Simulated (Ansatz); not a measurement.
Computed with Ansatz.

A structure relaxed at PBE0-D4/def2-TZVP, charge 0, multiplicity 1:

```xyz
7

O    -1.7555    1.5139    1.4120
Cu   -0.6007    0.5524    0.4732
P     0.7869   -0.4953   -0.6912
F     0.9171   -2.0182   -0.4420
F     2.2815   -0.0965   -0.6117
F     0.6150   -0.5024   -2.2305
H    -2.2443    1.0461    2.0903
```

(1) Give its formula and SMILES.

(2) Point group (tolerance 0.08 Å, 0.16 Å for H)?

(3) Summarise the bond lengths by kind.

Answers

(1) CuF3HOP, `[OH][Cu-][P+](F)(F)F`.

(2) Cs.

(3) 1 × Cu–O 1.772 Å; 1 × H–O 0.958 Å; 1 × Cu–P 2.093 Å; 3 × F–P 1.549 Å.
